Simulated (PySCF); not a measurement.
## Mayer bond orders and bond lengths

Species: C2H8O3Si2.
SMILES with atom numbers: `[OH:1][Si@@H:2]1[CH2:3][CH2:4][Si@H:5]([OH:6])[O:7]1` (hydrogens: H8 on O1; H9 on Si2; H10, H11 on C3; H12, H13 on C4; H14 on Si5; H15 on O6)

Structure used (GFN2-xTB), in Å, numbered top down from 1:
```xyz
15
C2H8O3Si2 angstrom
O      0.893    2.443    0.794
Si     0.045    1.105    1.138
C      0.974   -0.554    0.974
C      0.573   -1.208   -0.361
Si    -1.148   -0.549   -0.810
O     -1.214   -0.265   -2.406
O     -1.130    0.862    0.020
H      1.137    2.647   -0.106
H     -0.592    1.383    2.409
H      2.058   -0.458    1.048
H      0.672   -1.210    1.791
H      0.625   -2.293   -0.290
H      1.279   -0.915   -1.140
H     -2.298   -1.302   -0.329
H     -1.879    0.323   -2.753
```

Bond orders from the PBE0/pcSseg-1 density (PySCF). Geometry: GFN2-xTB, one conformer, isolated molecule.

Where do the orders between heavy atoms depart from those drawn in the SMILES?

The largest departure is 0.138, at Si2–C3 (drawn single, 0.862). Drawn single, order below 0.88: Si2–C3 (0.862).

Give the Mayer order of every bond, beside its length.

| bond | drawn as | length (Å) | Mayer order |
| --- | --- | --- | --- |
| O1–Si2 | single | 1.621 | 1.095 |
| Si2–C3 | single | 1.909 | 0.862 |
| C3–C4 | single | 1.539 | 1.007 |
| C4–Si5 | single | 1.897 | 0.895 |
| Si5–O6 | single | 1.622 | 1.096 |
| Si5–O7 | single | 1.637 | 0.937 |
| O7–Si2 | single | 1.640 | 0.931 |
| O1–H8 | single | 0.955 | 0.930 |
| Si2–H9 | single | 1.449 | 0.917 |
| C3–H10 | single | 1.091 | 0.954 |
| C3–H11 | single | 1.091 | 0.947 |
| C4–H12 | single | 1.088 | 0.954 |
| C4–H13 | single | 1.092 | 0.947 |
| Si5–H14 | single | 1.457 | 0.902 |
| O6–H15 | single | 0.954 | 0.931 |

Bonds between the same two heavy elements. O–Si: lowest O7–Si2 (0.931, 1.640 Å), highest Si5–O6 and O1–Si2 (1.096, 1.622 Å). C–Si: lowest Si2–C3 (0.862, 1.909 Å), highest C4–Si5 (0.895, 1.897 Å). Bonds named together lie within 0.004.

Sum the orders of all bonds at each heavy atom with more than one neighbour and set the sums beside the valence in the SMILES.

O1 2.025 (drawn 2), Si2 3.805 (drawn 4), C3 3.770 (drawn 4), C4 3.803 (drawn 4), Si5 3.830 (drawn 4), O6 2.027 (drawn 2), O7 1.868 (drawn 2). Orders between atoms that aren't bonded are not in these sums.

Mayer orders depend on the basis set.
